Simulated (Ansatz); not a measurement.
Reaction (ligand exchange at a Ge–N bond): `OB(F)[NH][GeH3]` + `N=CBO` → `OB/C=[N]/[GeH3]` + `NB(O)F`

Computed with Ansatz on PBE0-D4/def2-TZVP structures; ΔE is electronic, products minus reactants. CCSD(T)/CBS adds triple-zeta CCSD(T) − MP2 to the extrapolated MP2 energy (def2 sets, frozen cores). For Ge outer-core shells are correlated without core-valence functions, which leaves a few kJ/mol of doubt a bond. Scalar relativity is left out up to krypton. One conformer a species, not always the lowest.

```tsv
species	HF/def2-QZVPP energy (Eh)
`OB(F)[NH][GeH3]`	-2332.06176
`N=CBO`	-194.31105
`OB/C=[N]/[GeH3]`	-2270.88133
`NB(O)F`	-255.48157
```

Task: Work out ΔE.

Result: ΔE = (-2270.88133) + (-255.48157) − (-2332.06176) − (-194.31105) = 0.00991 Eh = +26.0 kJ/mol. CCSD(T)/CBS gives +29.4 kJ/mol.

Largest T1 diagnostic among the species: 0.014.

From PBE to PBE0 (25 % exact exchange), in def2-TZVPP and without D4, ΔE moves by +3.6 kJ/mol.
